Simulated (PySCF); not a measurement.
Vertical excitations of a molecule C4H10O from PySCF 2.14.0 with TDDFT-CAM-B3LYP/def2-SVPD, as energy in eV (oscillator strength): 7.08 (0.021), 8.43 (0.025), 8.58 (0.069), 8.95 (0.001), 9.02 (0.000), 9.25 (0.001), 9.41 (0.046), 9.44 (0.001), 9.58 (0.065), 9.76 (0.084). Lowest triplet (TDA): 6.81 eV. Coordinates come from a PBE0-D3(BJ)/def2-SVP optimisation. The values are those of a single conformer.

Task: Which molecule gave these data?
(A) CCCOC
(B) CCCCO
(C) CC(C)(C)O
(D) CC[C@H](C)O

Result: C, CC(C)(C)O
